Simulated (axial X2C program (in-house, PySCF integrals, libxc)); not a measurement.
Photoelectron levels of LiTl by EOM-IP-CCSD

Calculated with an axial X2C code built on PySCF integrals: two-component X2C with atomic mean-field Coulomb and Gaunt terms, Gaussian nuclei, basis Tl dyall-cv3z, Li dyall-cv3z with contracted cores.

R = 2.895 Å (near the PBE0 minimum at charge 0 of the determinant lowest at the starting distance; the state shown can have its own minimum elsewhere).

Vertical ionisation energies of LiTl to the states of LiTl⁺:

| Ω of LiTl⁺ | vertical IE (eV) | above lowest (cm⁻¹) | ionised spinor | one-hole weight |
| --- | --- | --- | --- | --- |
| 1/2 | 5.365 | 0 | 48% Tl pσ, 25% Li sσ, 19% Tl pπ | 0.94 |
| 1/2 | 11.583 | 50151 | 78% Tl sσ, 11% Li pσ, 8% Li sσ | 0.79 |

This point took 9.4 s on 1 thread of Arm Neoverse V2, with other jobs on the host.

Reference electrons by ω block (each with its −ω partner): 1/2: 24, 3/2: 12, 5/2: 5, 7/2: 1. 14 electrons of LiTl correlated (inner shells frozen), 92 natural virtual spinors (a truncated set); levels can be off by some tenths of an eV. Roots sought by Ω: (1/2: 4, 3/2: 3, 5/2: 1); rows need 60 % one-particle weight and stop where some Ω has no more roots. Missing are any skipped roots, higher Ω and states of a further excitation; these come out far too high here and may in truth be low or lowest. T1 of the reference 0.015 (Lee–Taylor). Number of frozen shells: Tl 5 s, 4 p, 2 d, 1 f; Li 1 s.
